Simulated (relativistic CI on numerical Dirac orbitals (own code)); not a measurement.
# Calculated levels, Co²⁺

Calculated at this level of theory: Dirac-Coulomb-Breit CI, KLI orbitals optimised for each configuration, model QED (radiative potential, 1s self-energy scaled to tabulated hydrogen-like ionisation energies), valence Slater integrals scaled by 0.85, P86 correlation estimate, and configurations built on the next ion tied to the tabulated ionisation energy (semi-empirical) (own radial code, finite nucleus).

Configuration list (outside the closed core [Ne] 3s2): 3p⁶3d⁷, 3p⁶3d⁶4s, 3p⁶3d⁶4p, 3p⁶3d⁶4d, 3p⁶3d⁶5s, 3p⁶3d⁶4f, 3p⁶3d⁵4s², 3p⁶3d⁶5p, 3p⁶3d⁵4s4p, 3p⁶3d⁶5d, 3p⁶3d⁶5f, 3p⁶3d⁶5g, 3p⁶3d⁵4p², 3p⁶3d⁵4s5s, 3p⁵3d⁸. Levels of other configurations are missing.

The lowest level is 3p⁶3d⁷ ⁴F9/2, with 99 % of that term; Hund's rules for 3p⁶3d⁷ give ⁴F with J = 9/2, in agreement.

```
No.  Configuration  Term     J  E (cm⁻¹)    %  Landé g     jj configuration (%)
  1         3p⁶3d⁷    ⁴F   9/2       0.0   99    1.333             3d5/2^3 (52)
  2         3p⁶3d⁷    ⁴F   7/2     798.0  100    1.238     3d3/2^3 3d5/2^4 (82)
  3         3p⁶3d⁷    ⁴F   5/2    1379.8  100    1.028     3d3/2^2 3d5/2^5 (71)
  4         3p⁶3d⁷    ⁴F   3/2    1777.6   99    0.399     3d3/2^2 3d5/2^5 (36)
  5         3p⁶3d⁷    ⁴P   5/2   15855.1   99    1.600     3d3/2^3 3d5/2^4 (60)
  6         3p⁶3d⁷    ⁴P   3/2   16115.5   97    1.724     3d3/2^3 3d5/2^4 (42)
  7         3p⁶3d⁷    ⁴P   1/2   16447.8   98    2.650     3d3/2^3 3d5/2^4 (56)
  8         3p⁶3d⁷    ²G   9/2   16675.1   98    1.108             3d5/2^3 (43)
  9         3p⁶3d⁷    ²G   7/2   17429.3  100    0.889     3d3/2^3 3d5/2^4 (50)
 10         3p⁶3d⁷    ²H  11/2   21854.2  100    1.091    3d3/2^3 3d5/2^4 (100)
 11         3p⁶3d⁷    ²P   3/2   21889.6   84    1.271             3d5/2^3 (57)
 12         3p⁶3d⁷    ²H   9/2   22536.3   98    0.912     3d3/2^2 3d5/2^5 (65)
 13         3p⁶3d⁷    ²P   1/2   22705.9   99    0.686     3d3/2^2 3d5/2^5 (57)
 14         3p⁶3d⁷    ²D   5/2   23770.2   99    1.201     3d3/2^3 3d5/2^4 (48)
 15         3p⁶3d⁷    ²D   3/2   24974.4   86    0.872       3d3/2 3d5/2^6 (58)
 16         3p⁶3d⁷    ²F   5/2   37506.9   99    0.857     3d3/2^3 3d5/2^4 (58)
 17         3p⁶3d⁷    ²F   7/2   37782.5   99    1.143     3d3/2^3 3d5/2^4 (67)
 18      3d⁶(5D)4s    ⁶D   9/2   51728.1  100    1.556  3d3/2^3 3d5/2^3 4s (47)
 19      3d⁶(5D)4s    ⁶D   7/2   52278.7  100    1.588  3d3/2^3 3d5/2^3 4s (50)
 20      3d⁶(5D)4s    ⁶D   5/2   52682.5  100    1.658  3d3/2^2 3d5/2^4 4s (60)
 21      3d⁶(5D)4s    ⁶D   3/2   52960.5  100    1.868    3d3/2 3d5/2^5 4s (35)
 22      3d⁶(5D)4s    ⁶D   1/2   53123.7  100    3.336  3d3/2^2 3d5/2^4 4s (47)
 23         3p⁶3d⁷    ²D   3/2   58254.4   99    0.799     3d3/2^3 3d5/2^4 (87)
 24         3p⁶3d⁷    ²D   5/2   58683.8   99    1.200     3d3/2^2 3d5/2^5 (62)
 25      3d⁶(5D)4s    ⁴D   7/2   61396.2   99    1.428  3d3/2^3 3d5/2^3 4s (47)
 26      3d⁶(5D)4s    ⁴D   5/2   62028.7   99    1.372  3d3/2^2 3d5/2^4 4s (46)
 27      3d⁶(5D)4s    ⁴D   3/2   62444.5   99    1.200  3d3/2^2 3d5/2^4 4s (49)
 28      3d⁶(5D)4s    ⁴D   1/2   62684.0   99    0.000  3d3/2^2 3d5/2^4 4s (37)
 29      3d⁶(3H)4s    ⁴H  13/2   75061.5  100    1.230  3d3/2^3 3d5/2^3 4s (65)
 30      3d⁶(3H)4s    ⁴H  11/2   75314.9   99    1.134  3d3/2^3 3d5/2^3 4s (53)
 31      3d⁶(3H)4s    ⁴H   9/2   75529.4   98    0.973  3d3/2^2 3d5/2^4 4s (47)
 32      3d⁶(3H)4s    ⁴H   7/2   75707.8   98    0.670  3d3/2^2 3d5/2^4 4s (39)
 33      3d⁶(3P)4s    ⁴P   5/2   77150.3   99    1.600          3d5/2^2 4s (35)
 34      3d⁶(3F)4s    ⁴F   9/2   78257.6   94    1.322          3d5/2^2 4s (46)
 35      3d⁶(3F)4s    ⁴F   7/2   78513.2   94    1.224  3d3/2^2 3d5/2^4 4s (41)
 36      3d⁶(3P)4s    ⁴P   3/2   78523.6   97    1.725    3d3/2 3d5/2^5 4s (38)
 37      3d⁶(3F)4s    ⁴F   5/2   78718.6   97    1.015  3d3/2^3 3d5/2^3 4s (48)
 38      3d⁶(3F)4s    ⁴F   3/2   78873.7  100    0.400  3d3/2^2 3d5/2^4 4s (47)
 39      3d⁶(3P)4s    ⁴P   1/2   79359.6   99    2.658          3d5/2^6 4s (33)
 40      3d⁶(3G)4s    ⁴G  11/2   80448.4   59    1.198  3d3/2^3 3d5/2^3 4s (84)
 41      3d⁶(3G)4s    ⁴G   9/2   81097.4   57    1.078  3d3/2^2 3d5/2^4 4s (65)
 42      3d⁶(3H)4s    ²H  11/2   81207.2   59    1.163  3d3/2^2 3d5/2^4 4s (69)
 43      3d⁶(3H)4s    ²H   9/2   81401.9   60    1.013  3d3/2^3 3d5/2^3 4s (51)
 44      3d⁶(3G)4s    ⁴G   7/2   81444.3   93    0.996  3d3/2^2 3d5/2^4 4s (51)
 45      3d⁶(3G)4s    ⁴G   5/2   81538.5   95    0.589  3d3/2^2 3d5/2^4 4s (53)
```

Energies count from the lowest computed level. Percentages are summed over parent terms; the parents shown are those of the largest component, closed shells are left out there. Filled j subshells are mostly left out of the jj labels.

The mean weight of the leading LS term, summed over parents, in these 45 levels is 94 %, and that of the leading jj configuration (from the same eigenvectors) 54 %, so LS coupling describes them better.

Configurations that consist of the next ion and one excited electron were tied to the tabulated ionisation energy; Rydberg ones are usually within 1,000 to 3,000 cm⁻¹ and the lowest ones within about 6,000 (9,000 in d shells), while levels on excited terms of the next ion carry the error of that term, and the other configurations can be misplaced by 10,000 cm⁻¹ or more. Rates follow the energies as ν³ (E1, M1) or ν⁵ (E2), so rates, branching and lifetimes can be off by large factors. The fine structure of a lone outer electron comes out too small, for d and f at times inverted, and misplaced configurations move strength between like terms. 61 of the 61 excited levels that our extract of the measured tables holds in this range could be paired (the sources list more); they are missed by 3550 cm⁻¹ on average and 6467 at most, and levels without a partner can miss by more.

Landé's interval rule says that E(J) − E(J−1) = AJ with one A. For the ground term the intervals give A = -159.1, -166.2, -177.3 cm⁻¹ for J = 5/2, 7/2, 9/2; the multiplet is inverted.
